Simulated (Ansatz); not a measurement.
**Molecular dynamics of C₂H₁₀ClN₃Si**

Input file:

```yaml
crystal:
  periodic: [false, false, false]
  atoms:
    - { symbol: Si, position_ang: [0.004978, -0.006243, -0.136976] }
    - { symbol: Cl, position_ang: [0.146905, 0.007212, 2.066824] }
    - { symbol: "N", position_ang: [1.667319, 0.019312, -0.598082] }
    - { symbol: H, position_ang: [2.398708, -0.349126, -0.034504] }
    - { symbol: H, position_ang: [2.013686, 0.435659, -1.45681] }
    - { symbol: "N", position_ang: [-0.777269, 1.411578, -0.729276] }
    - { symbol: C, position_ang: [-2.183697, 1.470431, -1.005892] }
    - { symbol: H, position_ang: [-2.583444, 0.460225, -1.133665] }
    - { symbol: H, position_ang: [-2.733817, 2.035335, -0.258439] }
    - { symbol: H, position_ang: [-2.366849, 1.897296, -2.022031] }
    - { symbol: C, position_ang: [-0.181534, 2.714927, -0.808961] }
    - { symbol: H, position_ang: [-0.346302, 3.186464, -1.794003] }
    - { symbol: H, position_ang: [-0.603552, 3.410476, -0.094947] }
    - { symbol: H, position_ang: [0.898279, 2.693722, -0.648372] }
    - { symbol: "N", position_ang: [-0.934393, -1.432631, -0.447577] }
    - { symbol: H, position_ang: [-1.53804, -1.829348, 0.246451] }
    - { symbol: H, position_ang: [-0.858132, -1.990257, -1.292081] }
basis:
  gaussian: { orbitals: "6-31G" }
hamiltonian:
  xc: hf
md:
  timestep: 1.0
  n_steps: 150
  ensemble: nvt_nose_hoover
  temperature: 1000.0
  initial_velocities: maxwell_boltzmann
  seed: 659812
  nose_hoover: { tau: 300.0, chain_length: 1 }
```

Command:

```bash
$ ansatz run input.yaml --threads 1 --pin off --max-ram 2048MiB --backend cpu --events-out ev --progress --plain --runs-dir out
```

It goes on from the last frame of an earlier run, with new velocities.

Output, in part (one step line in 6, the closing report, with atoms numbered from 0):

```
md step     0: t =     0.00 fs  T =  1000.0 K  F+E_penalty+E_count = -27028.07012173 eV  E_kin = 1.938900 eV  conserved = -27026.13122175 eV  (30 SCF iters)
md step     6: t =     6.00 fs  T =   617.7 K  F+E_penalty+E_count = -27027.30371286 eV  E_kin = 1.197747 eV  conserved = -27026.10607921 eV  (24 SCF iters)
md step    12: t =    12.00 fs  T =   550.6 K  F+E_penalty+E_count = -27027.17097041 eV  E_kin = 1.067585 eV  conserved = -27026.10396401 eV  (26 SCF iters)
md step    18: t =    18.00 fs  T =   532.3 K  F+E_penalty+E_count = -27027.12781241 eV  E_kin = 1.032028 eV  conserved = -27026.09709002 eV  (26 SCF iters)
md step    24: t =    24.00 fs  T =   530.7 K  F+E_penalty+E_count = -27027.12474079 eV  E_kin = 1.028907 eV  conserved = -27026.09836740 eV  (25 SCF iters)
md step    30: t =    30.00 fs  T =   626.6 K  F+E_penalty+E_count = -27027.32823172 eV  E_kin = 1.214858 eV  conserved = -27026.11754308 eV  (26 SCF iters)
md step    36: t =    36.00 fs  T =   413.7 K  F+E_penalty+E_count = -27026.90714364 eV  E_kin = 0.802054 eV  conserved = -27026.11074428 eV  (26 SCF iters)
md step    42: t =    42.00 fs  T =   476.6 K  F+E_penalty+E_count = -27027.02944874 eV  E_kin = 0.924167 eV  conserved = -27026.11297316 eV  (25 SCF iters)
md step    48: t =    48.00 fs  T =   519.2 K  F+E_penalty+E_count = -27027.10304195 eV  E_kin = 1.006586 eV  conserved = -27026.10639765 eV  (33 SCF iters)
md step    54: t =    54.00 fs  T =   512.8 K  F+E_penalty+E_count = -27027.07915095 eV  E_kin = 0.994227 eV  conserved = -27026.09820255 eV  (23 SCF iters)
md step    60: t =    60.00 fs  T =   652.0 K  F+E_penalty+E_count = -27027.35863260 eV  E_kin = 1.264236 eV  conserved = -27026.11164591 eV  (23 SCF iters)
md step    66: t =    66.00 fs  T =   497.5 K  F+E_penalty+E_count = -27027.05229392 eV  E_kin = 0.964644 eV  conserved = -27026.10872146 eV  (23 SCF iters)
md step    72: t =    72.00 fs  T =   700.2 K  F+E_penalty+E_count = -27027.44347720 eV  E_kin = 1.357548 eV  conserved = -27026.11180075 eV  (25 SCF iters)
md step    78: t =    78.00 fs  T =   691.4 K  F+E_penalty+E_count = -27027.42342928 eV  E_kin = 1.340516 eV  conserved = -27026.11448353 eV  (27 SCF iters)
md step    84: t =    84.00 fs  T =   497.2 K  F+E_penalty+E_count = -27027.02339447 eV  E_kin = 0.964046 eV  conserved = -27026.09645563 eV  (27 SCF iters)
md step    90: t =    90.00 fs  T =   527.1 K  F+E_penalty+E_count = -27027.07888266 eV  E_kin = 1.022064 eV  conserved = -27026.09917931 eV  (27 SCF iters)
md step    96: t =    96.00 fs  T =   493.7 K  F+E_penalty+E_count = -27027.01388184 eV  E_kin = 0.957273 eV  conserved = -27026.10419390 eV  (25 SCF iters)
md step   102: t =   102.00 fs  T =   703.6 K  F+E_penalty+E_count = -27027.42071166 eV  E_kin = 1.364276 eV  conserved = -27026.11094550 eV  (22 SCF iters)
md step   108: t =   108.00 fs  T =   686.8 K  F+E_penalty+E_count = -27027.38583997 eV  E_kin = 1.331571 eV  conserved = -27026.11652867 eV  (29 SCF iters)
md step   114: t =   114.00 fs  T =   484.5 K  F+E_penalty+E_count = -27026.97167076 eV  E_kin = 0.939318 eV  conserved = -27026.10158913 eV  (24 SCF iters)
md step   120: t =   120.00 fs  T =   501.1 K  F+E_penalty+E_count = -27027.00395283 eV  E_kin = 0.971669 eV  conserved = -27026.10784911 eV  (24 SCF iters)
md step   126: t =   126.00 fs  T =   598.9 K  F+E_penalty+E_count = -27027.18178847 eV  E_kin = 1.161178 eV  conserved = -27026.10339536 eV  (24 SCF iters)
md step   132: t =   132.00 fs  T =   598.6 K  F+E_penalty+E_count = -27027.17061231 eV  E_kin = 1.160673 eV  conserved = -27026.10203453 eV  (24 SCF iters)
md step   138: t =   138.00 fs  T =   558.6 K  F+E_penalty+E_count = -27027.09404137 eV  E_kin = 1.083104 eV  conserved = -27026.11170451 eV  (25 SCF iters)
md step   144: t =   144.00 fs  T =   476.9 K  F+E_penalty+E_count = -27026.91640785 eV  E_kin = 0.924629 eV  conserved = -27026.09990352 eV  (27 SCF iters)
md step   150: t =   150.00 fs  T =   671.5 K  F+E_penalty+E_count = -27027.29824180 eV  E_kin = 1.301998 eV  conserved = -27026.11388968 eV  (32 SCF iters)
Total energy: -27027.29824180 eV, -993.2348906255 hartree
Atom 0 at     0.060976    -0.025237    -0.192862 Å, force     1.629749     0.539148     1.448770 eV/Å
Atom 1 at    -0.022162     0.130590     2.122402 Å, force     0.183951    -0.315126    -0.903796 eV/Å
Atom 2 at     1.797480    -0.095018    -0.553728 Å, force    -0.797873     0.980170     0.622308 eV/Å
Atom 3 at     2.467286     0.518920    -0.125896 Å, force    -0.405337    -0.398020     0.184101 eV/Å
Atom 4 at     2.144813    -0.470399    -1.393689 Å, force     0.044115    -0.570894    -0.532272 eV/Å
Atom 5 at    -0.735787     1.412788    -0.691931 Å, force    -1.122796    -1.376972    -0.085516 eV/Å
Atom 6 at    -2.247923     1.294725    -0.811058 Å, force     3.285731     2.030332     0.338618 eV/Å
Atom 7 at    -2.442003     0.726889     0.064623 Å, force    -1.726913    -0.716839    -0.210655 eV/Å
Atom 8 at    -2.586008     2.323419    -0.684191 Å, force    -0.606059    -0.590912    -0.231502 eV/Å
Atom 9 at    -2.416783     0.913831    -1.805675 Å, force    -1.082620    -0.298306     0.396318 eV/Å
Atom 10 at    -0.077959     2.655527    -0.852712 Å, force    -1.093123     1.824106    -0.889052 eV/Å
Atom 11 at     0.542761     2.949453    -0.049976 Å, force     0.717743    -0.085704     1.016078 eV/Å
Atom 12 at     0.499071     2.655728    -1.743850 Å, force     0.651503     0.265441    -0.750169 eV/Å
Atom 13 at    -0.804984     3.490099    -0.943806 Å, force     0.382495    -0.761702    -0.023054 eV/Å
Atom 14 at    -0.890891    -1.363203    -0.682058 Å, force     0.099914    -0.822143    -0.803571 eV/Å
Atom 15 at    -0.823151    -2.302786    -0.317961 Å, force    -0.182805     0.825100    -0.298825 eV/Å
Atom 16 at    -1.373317    -1.255946    -1.562687 Å, force     0.022322    -0.527680     0.722218 eV/Å
Dipole moment:    -0.015154     0.029777    -1.193196 e Å
```

All steps were run. The conserved energy stayed within 2.3 meV per atom of its start (net change 1 meV per atom), so there is no drift, though single steps change it by up to 22 meV in the whole system, a sign of fast motions only just resolved. The mean temperature of the second half is 43 % below the set value. A run of 0.15 ps of so small a system gives no equilibrium averages. Limits of this set-up: no polarisation functions.

The same pairs are bonded in the first frame and the last. Pairs count as bonded within 1.25 times the sum of covalent radii (0.12 Å more for H–H).

Last frame:

```xyz
17
Properties=species:S:1:pos:R:3
Si 0.061 -0.025 -0.193
Cl -0.022 0.131 2.122
N 1.798 -0.095 -0.554
H 2.467 0.519 -0.126
H 2.145 -0.470 -1.394
N -0.736 1.413 -0.692
C -2.248 1.295 -0.811
H -2.442 0.727 0.065
H -2.586 2.323 -0.684
H -2.417 0.914 -1.806
C -0.078 2.655 -0.853
H 0.543 2.950 -0.050
H 0.499 2.656 -1.744
H -0.805 3.490 -0.944
N -0.891 -1.363 -0.682
H -0.823 -2.303 -0.318
H -1.373 -1.256 -1.563
```

The run took 5 min on 1 thread of AMD EPYC 9R45 96-Core Processor (Zen 5) (shared host), peak memory 0.26 GiB.
